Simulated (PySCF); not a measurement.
**AsH9Si3: core ionisation energies**

Compound: trisilylarsane, AsH9Si3.
Atom-mapped SMILES: `[SiH3:1][As:2]([SiH3:3])[SiH3:4]`

Geometry (PBE0-D3(BJ)/def2-SVP, Å), atoms numbered from 1 in this order:
```xyz
13
AsH9Si3 angstrom
Si    -0.494    1.932   -0.053
As    -0.006   -0.040   -1.264
Si     1.921   -0.529    0.017
Si    -1.432   -1.410    0.050
H      0.500    2.979   -0.441
H     -0.440    1.735    1.429
H     -1.865    2.385   -0.436
H      2.992    0.445   -0.352
H      2.367   -1.913   -0.327
H      1.676   -0.448    1.491
H     -0.627   -2.336    0.906
H     -2.293   -2.223   -0.860
H     -2.309   -0.576    0.927
```

Theory: delta-SCF UKS SCAN, pcX-2 on the ionised atom, pcseg-1 elsewhere, spin-free X2C in PySCF. These are vertical core ionisation energies against the vacuum level, from separate self-consistent calculations with and without the core hole.

Give the core binding energies atom by atom.

| atom(s) | environment | level | binding energy (eV) | 2p1/2 (eV) | count |
| --- | --- | --- | --- | --- | --- |
| Si1/Si3/Si4 | SiH3 silicon | Si 2p3/2 | 106.63 | 107.25 | 3 |
| Si1/Si3/Si4 | SiH3 silicon | Si 1s | 1846.40 | – | 3 |

Which photon wavelength matches the Si 2p3/2 of Si1/Si3/Si4 threshold?

λ = hc/E = 12398.42 eV Å / 106.63 eV = 116.275 Å.

Express the binding energy of Si 2p3/2 of Si1/Si3/Si4 in atomic units and per mole.

106.63 eV = 3.9186 Eh = 10288 kJ/mol.

One atom of each set of topologically equivalent atoms was ionised and stands for the set; in this conformer not all members are related by symmetry, and their own values weren't computed. Spin–orbit and ligand-field terms were added within each 2p shell after the spin-free SCF. 2p1/2 minus 2p3/2 (ligand field included): Si 0.62 eV. No level of arsenic is listed. Isolated species at its PBE0-D3(BJ)/def2-SVP geometry, gas phase.
